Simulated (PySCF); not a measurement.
Some computed properties have been withheld. Give your best values.

C₄H₁₀BBr.
Cartesian coordinates in Å at the PBE0-D3(BJ)/def2-SVP level; atoms count from 1:
```
atom  x, y, z in Å
C1    -1.060    1.409    0.706
B2    -0.794   -0.126    0.481
C3    -1.992   -1.142    0.464
C4     0.673   -0.680    0.269
C5     1.802    0.318    0.296
Br6    3.556   -0.509    0.041
H7    -2.117    1.681    0.837
H8    -0.653    1.994   -0.138
H9    -0.500    1.762    1.590
H10   -2.706   -0.849   -0.327
H11   -1.719   -2.197    0.314
H12   -2.563   -1.055    1.405
H13    0.672   -1.239   -0.687
H14    0.834   -1.468    1.029
H15    1.872    0.846    1.255
H16    1.720    1.066   -0.503
```

```json
{"property": "point group", "level": "PBE0-D3(BJ)/def2-SVP", "value": "Cs"}
{"property": "rotational constants A, B, C", "level": "PBE0-D3(BJ)/def2-SVP", "value": "6.335, 0.720, 0.657 GHz"}
{"property": "dipole moment", "level": "CAM-B3LYP/def2-SVPD", "value": "2.55 D"}
{"property": "HOMO energy", "level": "CAM-B3LYP/def2-SVPD", "value": "?"}
{"property": "LUMO energy", "level": "CAM-B3LYP/def2-SVPD", "value": "?"}
{"property": "lowest singlet excitation", "level": "TDDFT CAM-B3LYP/def2-SVPD", "value": "6.15 eV (202 nm, f = 0.000)"}
{"property": "strongest line among the 10 lowest singlet transitions", "level": "TDDFT CAM-B3LYP/def2-SVPD", "value": "S9 at 7.82 eV (159 nm, f = 0.066)"}
{"property": "lowest triplet excitation (Tamm–Dancoff)", "level": "TDA CAM-B3LYP/def2-SVPD", "value": "5.54 eV"}
{"property": "static isotropic polarisability", "level": "CAM-B3LYP/def2-SVPD", "value": "86.6 au"}
{"property": "vertical ionisation energy", "level": "ΔSCF CAM-B3LYP/def2-SVPD", "value": "10.04 eV"}
{"property": "electronic spatial extent ⟨r²⟩ about the centre of nuclear charge", "level": "CAM-B3LYP/def2-SVPD", "value": "1615 bohr²"}
{"property": "13C chemical shifts (computed TMS as zero) by class", "level": "GIAO KT2/pcSseg-1", "value": "?"}
{"property": "1H chemical shifts (computed TMS as zero) by class", "level": "GIAO KT2/pcSseg-1", "value": "3.54 (H15/H16), 2.03 (H13/H14), 0.85 (H7/H8/H9/H10/H11/H12) ppm"}
{"property": "isotropic shieldings of nuclei other than C and H, by class", "level": "GIAO KT2/pcSseg-1", "value": "?"}
{"property": "largest of the computed one-bond spin–spin couplings (means over like bonds)", "level": "B3LYP/pcJ-1 (pcSseg-1 on Br), spin–dipole term left out for some pairs", "value": "13C–1H +155.7 (C5–H15 and 1 like it), 13C–1H +123.5 (C1–H7 and 5 like it), 13C–1H +123.1 (C4–H13 and 1 like it), 13C–11B +51.2 (C1–B2 and 1 like it), 13C–11B +46.0 (C4–B2), 13C–13C +37.2 (C4–C5) Hz"}
{"property": "core binding energies", "level": "ΔSCF SCAN, pcX-2 on the ionised atom, pcseg-1 elsewhere, spin-free X2C", "value": "B1s 195.8 (B2), C1s 290.2 (C1/C3), C1s 290.3 (C4), C1s 291.7 (C5) eV"}
```

The electronic properties come from PySCF, for the isolated species, density fitting. The calculation (core ionisation apart) is non-relativistic and has no spin–orbit coupling, an omission that weighs most on bromine. Atoms bound to Br lack the heavy atom's spin–orbit term in their shielding, so their NMR values are less reliable. NMR classes are plain means over equivalent atoms (diastereotopic ones count apart unless rotation or inversion swaps them), as if these changed places fast; in this geometry the members of some classes differ.

Task: What are the 13C chemical shifts (computed TMS as zero) by class?

Result: 43.8 (C4), 41.7 (C5), 13.7 (C1/C3) ppm.

Task: What is the HOMO energy?

Result: -9.05 eV.

Task: What is the LUMO energy?

Result: 0.57 eV.

Task: The isotropic shieldings of nuclei other than C and H, by class?

Result: 17 (B2), 2217 (Br6) ppm.

The principal polarisabilities are 69.2, 82.1 and 108.7 au; their mean is the isotropic value. The dipole equals about 8.5 × 10⁻³⁰ C·m (1 D = 3.33564 × 10⁻³⁰ C·m). In wavenumbers S1 is 49600 cm⁻¹ (1 eV = 8065.54 cm⁻¹).

For the core-ionisation job (SCAN ΔSCF), hardware: one thread, Arm Neoverse V2, on a shared host. Cost: 51 s wall.

One conformer stands for the species.
